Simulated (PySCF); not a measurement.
C₂H₅I, SMILES CCI. Atoms are numbered in the order given.

```xyz
8

C     -0.4243     2.4144     0.0000
C      0.6907     1.3988     0.0000
I     -0.0402    -0.6392     0.0000
H     -1.0623     2.3176     0.8903
H      0.0078     3.4294     0.0000
H     -1.0623     2.3176    -0.8903
H      1.3252     1.4656     0.8928
H      1.3252     1.4656    -0.8928
```
Charge 0, spin multiplicity 1.

Coordinates come from a PBE0-D3(BJ)/def2-SVP optimisation. The def2 effective core potentials stand for the cores of I; spin–orbit coupling is left out.

Method: PBE/def2-TZVPD (PySCF).

Symmetry labels are those of the subgroup Cs that the program uses (full group Cs).

Computed valence orbital energies around the gap with their symmetry:
```json
[
 {"orbital": "HOMO−7", "symmetry": "A'", "energy (eV)": "-15.02"},
 {"orbital": "HOMO−6", "symmetry": "A\"", "energy (eV)": "-11.51"},
 {"orbital": "HOMO−5", "symmetry": "A'", "energy (eV)": "-10.76"},
 {"orbital": "HOMO−4", "symmetry": "A'", "energy (eV)": "-9.87"},
 {"orbital": "HOMO−3", "symmetry": "A\"", "energy (eV)": "-8.96"},
 {"orbital": "HOMO−2", "symmetry": "A'", "energy (eV)": "-8.13"},
 {"orbital": "HOMO−1", "symmetry": "A'", "energy (eV)": "-6.12"},
 {"orbital": "HOMO", "symmetry": "A\"", "energy (eV)": "-6.08"},
 {"orbital": "LUMO", "symmetry": "A'", "energy (eV)": "-1.78"},
 {"orbital": "LUMO+1", "symmetry": "A'", "energy (eV)": "-0.25"},
 {"orbital": "LUMO+2", "symmetry": "A'", "energy (eV)": "0.28"},
 {"orbital": "LUMO+3", "symmetry": "A\"", "energy (eV)": "0.40"}
]
```
